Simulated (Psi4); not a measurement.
C2H2N3, doublet, geometry from GFN2-xTB. Base run: SVWN/6-31G* run with Psi4 1.11.

Psi4 was given this input:
```
memory 2 GB

molecule mol {
0 2
  C     1.151031   -0.077040   -0.133525
  N     0.387395   -1.129053   -0.114685
  N    -0.840805   -0.586186    0.056918
  C    -0.721066    0.756893    0.128450
  N     0.542278    1.094981    0.008618
  H    -1.662180   -1.171012    0.111750
  H    -1.539677    1.433696    0.262740
}

set basis 6-31g*
set reference uks

energy('svwn')
print_variables()
```

Variants of this job, named by their change:

| change | basis functions | E (Eh) | dipole (D) |
|---|---|---|---|
| base | 79 | -240.23924 | 3.85 |
| basis = STO-3G | 27 | -237.08025 | 3.51 |
| basis = 3-21G | 49 | -238.88334 | 4.17 |
| basis = 6-31G | 49 | -240.13113 | 4.20 |
| basis = cc-pVDZ | 80 | (withheld) | (withheld) |
| basis = def2-SVP | 80 | -240.06686 | 3.96 |
| basis = pcseg-1 | 80 | -240.19848 | 4.00 |
| basis = 6-311G** | 102 | -240.30291 | 3.93 |
| basis = 6-311++G** | 124 | -240.30913 | 4.02 |
| basis = aug-pcseg-1 | 133 | (withheld) | 3.88 |
| basis = aug-cc-pVDZ | 133 | (withheld) | 3.88 |
| basis = def2-TZVP | 167 | -240.33858 | 3.93 |
| basis = pcseg-2 | (withheld) | (withheld) | (withheld) |

**Question.** Complete the blanks.

**Answer.** 
- basis = cc-pVDZ, E (Eh): -240.25134
- basis = cc-pVDZ, dipole (D): 3.83
- basis = aug-pcseg-1, E (Eh): -240.21365
- basis = aug-cc-pVDZ, E (Eh): -240.27074
- basis = pcseg-2, basis functions: 178
- basis = pcseg-2, E (Eh): -240.33582
- basis = pcseg-2, dipole (D): 3.94

Totals compare only among sets that treat the same electrons; sets with core potentials leave the core out.

Open shells are given as the SCF converged; they aren't shown to be the lowest states, and a large step between rows can be another state.
